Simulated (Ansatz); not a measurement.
Consider the formal exchange of groups at a C–N bond: `COCN=C=N` + `COCCOC` → `COCCOCCOC` + `N=C=N`.

Isolated molecules relaxed with PBE0-D4/def2-TZVP in Ansatz; ΔE leaves out vibrations. CBS: MP2 limit from def2 TZ/QZ plus the TZ coupled-cluster correction, frozen cores. This one scheme is used for every species. Functionals use def2-TZVPP. B3LYP here is the variant with VWN-RPA as its local correlation; programs differ in this. Each species was taken in one conformer, which may not be the lowest.

`COCN=C=N`:

```xyz
12

C     1.379    0.090   -0.757
O     1.076   -0.315    0.556
C     0.174    0.518    1.207
N    -1.199    0.398    0.782
C    -1.709   -0.463    0.104
N    -2.336   -1.345   -0.463
H     2.148   -0.585   -1.131
H     1.763    1.118   -0.775
H     0.507    0.030   -1.418
H     0.219    0.259    2.267
H     0.459    1.571    1.088
H    -2.482   -1.275   -1.461
```

`COCCOC`:

Z-matrix (Å, degrees):
```
C
O 1 1.407
H 1 1.099 2 111.0
H 1 1.091 2 106.9 3 118.5
H 1 1.094 2 112.2 3 -121.4
C 2 1.402 1 114.7 3 54.8
C 6 1.510 2 114.5 1 83.2
H 6 1.094 2 106.3 1 -157.9
H 6 1.100 2 110.8 1 -40.9
O 7 1.405 6 110.5 2 -74.8
H 7 1.103 6 108.8 2 164.2
H 7 1.101 6 109.3 2 46.9
C 10 1.400 7 112.4 6 178.7
H 13 1.090 10 107.7 7 179.7
H 13 1.099 10 111.5 7 60.3
H 13 1.099 10 111.6 7 -60.8
```

`COCCOCCOC`:

```xyz
23

C    -1.441   -1.812    2.135
O    -0.817   -0.557    2.077
C    -1.589    0.439    1.466
C    -1.950    0.164    0.013
O    -0.878   -0.259   -0.785
C     0.183    0.658   -0.871
C     1.129    0.152   -1.943
O     2.255    0.978   -2.087
C     3.278    0.707   -1.165
H    -1.530   -2.274    1.145
H    -2.441   -1.743    2.586
H    -0.818   -2.451    2.762
H    -1.002    1.357    1.547
H    -2.530    0.603    2.016
H    -2.408    1.080   -0.395
H    -2.696   -0.631   -0.055
H     0.707    0.742    0.089
H    -0.184    1.658   -1.148
H     0.611    0.142   -2.905
H     1.421   -0.881   -1.708
H     3.627   -0.331   -1.252
H     2.966    0.881   -0.127
H     4.106    1.378   -1.395
```

`N=C=N`:

Cartesian coordinates in Å:
```
N 0.288 -1.166 0.304
C 0.076 -0.050 -0.130
N -0.046 1.009 -0.718
H -0.453 -1.667 0.773
H 0.135 1.874 -0.229
```

Q: Is it downhill or uphill in electronic energy at CCSD(T)/CBS, and by how much? (An estimate is asked.)

A: The calculation gave: Downhill: ΔE = -14.4 kJ/mol.

Q: What do these levels give: PBE0-D4, B3LYP-D4, ωB97X-V, PBE, r2SCAN, HF/def2-TZVPP, MP2/def2-TZVPP, SCS-MP2/def2-TZVPP, HF/def2-QZVPP, SCS-MP2/def2-QZVPP, MP2/CBS(def2), CCSD/CBS(def2)? (Best estimate.)

A: Ansatz gave: PBE0-D4 -9.9, B3LYP-D4 -7.3, ωB97X-V -12.0, PBE -5.0, r2SCAN -9.7, HF/def2-TZVPP -7.5, MP2/def2-TZVPP -11.1, SCS-MP2/def2-TZVPP -9.8, HF/def2-QZVPP -7.5, SCS-MP2/def2-QZVPP -10.4, MP2/CBS(def2) -12.1, CCSD/CBS(def2) -15.0 kJ/mol.

Largest T1 diagnostic among the species: 0.017.

In def2-TZVPP, CCSD(T) changes the Hartree–Fock value by −6.0 kJ/mol (the triples alone add +0.5 kJ/mol) and MP2 by −3.7 kJ/mol.
